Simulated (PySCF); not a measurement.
A small calculation by hand: chemical shift, span and skew from a shielding tensor

Al(H)(Cl)(Me) (CH4AlCl), SMILES [Cl][AlH][CH3]. Atoms are numbered in the order given.

```xyz
7

Al    -0.4059    -0.6206    -0.1645
H     -1.6139    -1.2078    -0.9944
Cl    -0.0287     1.4364    -0.4096
C      0.7390    -1.6189     1.0390
H      0.7088    -1.1901     2.0454
H      1.7815    -1.5680     0.7096
H      0.4544    -2.6714     1.1073
```
Charge 0, spin multiplicity 1.

Coordinates come from a PBE0-D3(BJ)/def2-TZVP optimisation.

GIAO shieldings from PBE0/pcSseg-2 in PySCF, non-relativistic, no solvent. The symmetric part of the tensor of C4 has the principal values 185.9, 191.0, 199.2 ppm. The same nucleus in TMS has σ = 186.1 ppm at this level (PySCF, at its B3LYP-D3(BJ)/def2-TZVP geometry). Without spin–orbit terms, shifts of atoms bonded to Cl or Br come out too high.

**Question.** Work out the isotropic shielding, the ¹³C shift against TMS, the span and the skew.

**Answer.** 
σ(iso) = (σ11 + σ22 + σ33)/3 = 192.0 ppm. δ = σ(ref) − σ(iso) = 186.1 − (192.0) = -5.9 ppm.
Span Ω = σ33 − σ11 = 13.3 ppm. Skew κ = 3(σ(iso) − σ22)/Ω = 0.23. Tumbling in solution averages the tensor to δ; in a static solid the shielding alone would spread this spin-1/2 line over Ω.
